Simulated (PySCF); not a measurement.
Gas-phase reaction: 3 SnH2F2 = 2 SnHF3 + 2 H + SnH2

Computed with PySCF and rigid-rotor harmonic-oscillator thermochemistry at 1 bar. † marks an energy on the PBE0/def2-TZVP geometry and frequencies. CCSD(T) freezes the core. Open shells (unrestricted): H (multiplicity 2); the rest are closed-shell singlets. B3LYP is the form with VWN-RPA correlation. Sn: scalar-relativistic def2 core potential, no spin-orbit coupling. SnH2F2, SnHF3, SnH2: computed as isolated molecules; such fragments, hydroxides, amides, oligomers or adducts are transient or little studied in the gas. CCSD(T) isn't extrapolated to the basis-set limit; its ΔH°(298 K) is 510.2 kJ in def2-SVP and 532.3 kJ in def2-TZVPP. The harmonic model lacks anharmonicity and excited electronic states, which grow with temperature; levels with a mode under 35 cm⁻¹ are left out.

| level | ΔE electronic, kJ | ΔH°(298 K), kJ | ΔS°(298 K), J/K | ΔG°(1000 K), kJ |
|---|---|---|---|---|
| B3LYP/def2-TZVP† | 558 | 526 | 208 | 308 |
| CCSD(T)/def2-SVP† | 543 | 510 | 208 | 293 |
| HF/def2-TZVP† | 461 | 428 | 208 | 211 |
| PBE0/def2-QZVP† | 554 | 522 | 208 | 304 |
| PBE0/def2-SVP† | 551 | 519 | 208 | 301 |
| ωB97X-V/def2-TZVP† | 574 | 541 | 208 | 324 |
ΔH° is lowest at HF/def2-TZVP† and highest at ωB97X-V/def2-TZVP†. No reference value is set beside these.
